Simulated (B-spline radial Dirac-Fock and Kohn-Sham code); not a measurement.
Binding energies of Tm³⁸⁺

System: Tm³⁸⁺ in the configuration [Ar] 3d10 4s2 4p1; nuclear rms radius 5.2256 fm (A = 169).

Method: Dirac-Fock energy differences between relaxed states, corrected for Breit and QED terms. Computed with a B-spline atomic structure program. Correlation energy is missing from these numbers. Energies are counted from the vacuum level.

All terms are in eV, carry their sign (relaxation lowers the binding energy) and add up to the binding energy; ⟨r⟩ is the mean radius of the orbital in the initial state.

```
subshell  −ε (Koopmans)  relaxation    Gaunt  retardation     QED  binding energy  ⟨r⟩ (bohr)
      1s        61449.0      -52.48  -199.62        17.65  -94.73               ?       0.020
      2s        11878.7      -20.17   -21.72         1.55  -13.40         11825.0       0.084
   2p1/2        11382.3      -24.07   -37.17         4.05    0.27         11325.4       0.070
   2p3/2        10396.5      -21.72   -26.08         5.32   -1.14         10352.9       0.077
      3s         3941.3       -3.62    -4.41         0.34   -3.14          3930.4       0.216
   3p1/2         3724.5       -4.27    -7.45         0.78    0.00          3713.5       0.206
   3p3/2         3504.9       -3.69    -5.12         1.10   -0.28          3496.9       0.219
   3d3/2         3150.8       -5.11    -3.45         0.35    0.26          3142.8       0.192
   3d5/2         3102.9       -4.83    -2.45         0.38    0.13          3096.1       0.196
      4s         1843.5       -0.33    -1.47         0.15   -0.99          1840.9       0.439
      4p         1717.3       -0.31    -1.89         0.37   -0.06          1715.5       0.454
```

Task: Which binding energy belongs in the row of 1s?

Result: 61119.8 eV, the sum of the terms in that row (to rounding).

For the deepest level, K (1s), the Breit terms make up -0.298 % of the binding energy, QED -0.155 % and orbital relaxation -0.086 %.

Going to the tabulated ground configuration of the next ion removes an electron from N2,3 (4p), computed at 1715.5 eV. NIST lists 1761 ± 4 eV as the ionisation energy of this species (theoretical), +45.54 eV from the computed value. Where a p, d or f shell is open in either ion the computed value averages over both j values and all terms, while the table refers to the lowest levels; that difference holds spin-orbit splitting (largest in heavy or highly charged ions), term energies where several electrons share open shells, and correlation, and it can reach 10 % or more.
